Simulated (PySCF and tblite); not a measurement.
The numbers below are computed, except where a source is named.
## C5H16Si2, numbered as in [CH3:1][C@H:2]([SiH3:3])[CH2:4][C@H:5]([CH3:6])[SiH3:7]: conformational analysis

Search: ETKDG and KDG, MMFF94s, GFN2-xTB, 200 starts; geometries at GFN2-xTB. Free energies are PBE0-D3(BJ)/pcSseg-1 single points with GFN2-xTB rigid-rotor and vibrational terms (modes under about 100 cm⁻¹ blended into free rotors). Symmetry numbers and mirror images are counted. Conformers within 2.5 kcal/mol (GFN2-xTB free energy) were kept, 7 at most. GIAO shieldings: PBE0/pcSseg-1. Shifts are against TMS (¹H), TMS (¹³C), TMS (²⁹Si) at the same level. Run with PySCF (density fitting) and tblite.

Torsions listed: Si3–C2–C4–C5, C2–C4–C5–Si7.

| conformer | shape | symmetry | E(GFN2) kcal/mol | E(DFT) kcal/mol | G(298.15 K) kcal/mol | weight % | dipole D |
| --- | --- | --- | --- | --- | --- | --- | --- |
| 1 | 173°, 173° | C2 | 1.48 | 0.26 | 0.00 | 62.2 | 0.81 |
| 2 | 60°, 60° | C2 | 0.00 | 0.00 | 0.33 | 35.6 | 0.72 |
| 3 | -64°, 131° | C1 | 2.73 | 2.62 | 2.38 | 1.1 | 1.03 |
| 4 | 170°, 105° | C1 | 2.62 | 2.69 | 2.38 | 1.1 | 0.67 |

Weights (%) against temperature:

| T (K) | 1 | 2 | 3 | 4 | S(mix) cal/mol/K |
| --- | --- | --- | --- | --- | --- |
| 250 | 61.9 | 37.1 | 0.5 | 0.5 | 1.43 |
| 298.15 | 62.2 | 35.6 | 1.1 | 1.1 | 1.52 |
| 350 | 61.7 | 34.2 | 2.1 | 2.0 | 1.64 |

Averaged shifts at 298.15 K. ¹H: 3.75 (H3/H7, 6H), 1.41 (H4, 2H), 1.20 (H2/H5, 2H), 1.12 (H1/H6, 6H) ppm. ¹³C: 43.3 (C4), 18.4 (C1/C6), 16.3 (C2/C5) ppm. ²⁹Si: -60.3 (Si3/Si7) ppm.

Coordinates of conformer 1 (Å):

```xyz
23

C    -1.419   -1.553   -0.639
C    -1.216   -0.393    0.335
Si   -2.846    0.569    0.586
C    -0.106    0.557   -0.133
C     1.300   -0.048   -0.226
C     1.812   -0.508    1.138
Si    2.508    1.203   -1.013
H    -2.251   -2.179   -0.321
H    -1.637   -1.178   -1.638
H    -0.534   -2.185   -0.699
H    -0.921   -0.815    1.301
H    -3.867   -0.345    1.103
H    -3.294    1.125   -0.693
H    -2.628    1.655    1.543
H    -0.065    1.410    0.551
H    -0.384    0.947   -1.117
H     1.253   -0.927   -0.879
H     1.200   -1.311    1.546
H     2.832   -0.878    1.059
H     1.803    0.319    1.846
H     2.003    1.608   -2.326
H     2.630    2.381   -0.150
H     3.822    0.573   -1.164
```

Unscaled ²⁹Si shifts at such levels can be off by tens of ppm; differences between conformers or isomers are more reliable. Shifts are unscaled: against experiment ¹³C can be off by 15 ppm or more and ¹H by 0.8 ppm.

Search and properties took 2.7 min on 1 thread of Arm Neoverse V1, on a host shared with other jobs (rough), launched as `OMP_NUM_THREADS=1 python ens_run.py task.json out`.
